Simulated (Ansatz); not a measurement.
Consider the substitution at a C–Cl bond: `[AlH2]/[CH]=C/Cl` + H–F → `F/C=[CH]/[AlH2]` + HCl.

Computed with Ansatz on PBE0-D4/def2-TZVP structures; ΔE is electronic, products minus reactants. CBS: MP2 limit from def2 TZ/QZ plus the TZ coupled-cluster correction, frozen cores. This one scheme is used for every species. Double bonds are as drawn, so ΔE can hold a change between cis and trans. DFT in def2-TZVPP. B3LYP here is the variant with VWN-RPA as its local correlation; programs differ in this. HSE06 is defined as in plane-wave codes.

| level | ΔE (kcal/mol) | difference from CCSD(T)/CBS |
| --- | --- | --- |
| r2SCAN-D4 | 1.2 | -2.8 |
| PBE0-D4 | 2.4 | -1.6 |
| r2SCANh-D4 | 1.4 | -2.6 |
| BHLYP-D4 | 1.0 | -3.0 |
| ωB97M-V | 0.9 | -3.1 |
| B2PLYP | 1.8 | -2.2 |
| PBE | 1.6 | -2.4 |
| PBE0 | 1.8 | -2.2 |
| B3LYP | 0.3 | -3.7 |
| r2SCAN0 | 1.5 | -2.5 |
| HSE06 | 1.8 | -2.2 |
| CAM-B3LYP | -0.7 | -4.7 |
| CCSD/def2-SVP | -2.0 | -6.0 |
| SCS-MP2/def2-TZVPP | 3.6 | -0.4 |
| CCSD(T)/def2-TZVPP | 2.6 | -1.4 |
| SCS-MP2/def2-QZVPP | 4.4 | 0.4 |
| CCSD(T)/CBS | 4.0 | 0 |

Largest T1 diagnostic among the species: 0.012.

At CCSD(T), def2-SVP lies −5.7 kcal/mol from the extrapolated value and def2-TZVPP −1.4 kcal/mol. In def2-TZVPP, CCSD(T) changes the Hartree–Fock value by +4.2 kcal/mol (the triples alone add +0.7 kcal/mol) and MP2 by +6.8 kcal/mol.
